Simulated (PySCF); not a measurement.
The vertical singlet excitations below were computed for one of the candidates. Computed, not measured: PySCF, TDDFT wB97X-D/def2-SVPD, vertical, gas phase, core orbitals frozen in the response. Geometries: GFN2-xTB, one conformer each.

```tsv
state	E (eV)	f
S1	7.02	0.0016
S2	7.28	0.0037
S3	7.56	0.0038
S4	7.60	0.0072
S5	7.77	0.0002
S6	7.88	0.0067
S7	7.98	0.066
S8	8.24	0.024
```

Orbital energies (eV): HOMO-3 -11.37, HOMO-2 -11.07, HOMO-1 -10.59, HOMO -10.20, LUMO 1.32, LUMO+1 1.89, LUMO+2 2.22.

Problem. Which structure fits? All have the formula C4H9NO2Si.
A. `COCCO[SiH2]C#N`
B. `CO[SiH2]OCCC#N`
C. `C=CO[SiH2]CC(N)=O`

Solution. A. Its S1 lies at 7.02 eV; the nearest of the others has S1 at 7.53 eV. S1 is HOMO-3→LUMO (46%), HOMO-1→LUMO (18%), HOMO→LUMO (15%). Löwdin shares by element: HOMO oxygen 56%, carbon 16% or more (atoms not listed hold the other 29%); LUMO silicon 27%, carbon 24% or more, nitrogen 22%, oxygen 7% or more (atoms not listed hold the other 21%). At the same level the other candidates give, for their lowest levels:
- `C=CO[SiH2]CC(N)=O`: 5.82 eV (f 0.003); 6.61 eV (f 0.016); 7.04 eV (f 0.141); 7.26 eV (f 0.019); 7.39 eV (f 0.017); T1 4.58 eV; HOMO -8.74, LUMO 1.80 eV
- `CO[SiH2]OCCC#N`: 7.53 eV (f 0.001); 7.90 eV (f 0.026); 7.90 eV (f 0.000); 8.24 eV (f 0.005); 8.26 eV (f 0.022); T1 6.62 eV; HOMO -10.34, LUMO 1.86 eV

Conformer computed: `[CH3:1][O:2][CH2:3][CH2:4][O:5][SiH2:6][C:7]#[N:8]`: C1–O2–C3–C4 174°, O2–C3–C4–O5 -58°, C3–C4–O5–Si6 36°, C4–O5–Si6–C7 56°.
Triplets come from the Tamm–Dancoff approximation.
